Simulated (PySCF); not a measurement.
sulfur hexafluoride (F6S), SMILES S(F)(F)(F)(F)(F)F. Heavy atoms are numbered as in [F:1][S:2]([F:3])([F:4])([F:5])([F:6])[F:7].

Coordinates come from a PBE-D3(BJ)/def2-SVP optimisation.

Method: ωB97X/def2-TZVP (PySCF).

Atomic charges (e), one atom of each kind:

```tsv
atom	Löwdin	Mulliken
F1	-0.07	___
S2	0.43	___
```

Question: Some entries are withheld; supply them. (Estimate from the structure and the level; the computed values follow.)

Answer: 
- F1, Mulliken: -0.17
- S2, Mulliken: 1.03

Computed Mayer and Wiberg (Löwdin basis) orders of the bonds:
```tsv
bond	Mayer	Wiberg
F1–S2	1.07	1.40
S2–F3	1.07	1.40
S2–F4	1.07	1.40
S2–F5	1.07	1.40
S2–F6	1.07	1.40
S2–F7	1.07	1.40
```
